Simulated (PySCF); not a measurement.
SnClBr, SMILES [Cl][Sn][Br] (connectivity only; charge and spin as stated), neutral, multiplicity 1. Atoms are numbered in the order given.

```xyz
3

Sn     0.6866    -0.5709     0.0000
Cl    -1.2905    -1.8661     0.0000
Br    -0.3541     1.7219     0.0000
```

Geometry: PBE0-D3(BJ)/def2-TZVP. The def2 effective core potentials stand for the cores of Sn; spin–orbit coupling is left out.

These are M06-2X/def2-TZVPD run with PySCF values and carry that method's errors.

Symmetry labels are those of the subgroup Cs that the program uses (full group Cs).

Computed valence orbital energies around the gap with their symmetry:
```csv
orbital,symmetry,energy (eV)
HOMO−7,A',-22.89
HOMO−6,A',-14.62
HOMO−5,A',-11.31
HOMO−4,A',-10.75
HOMO−3,A",-10.69
HOMO−2,A",-9.78
HOMO−1,A',-9.58
HOMO,A',-8.86
LUMO,A",-2.38
LUMO+1,A',-0.34
LUMO+2,A',-0.24
LUMO+3,A',0.12
```
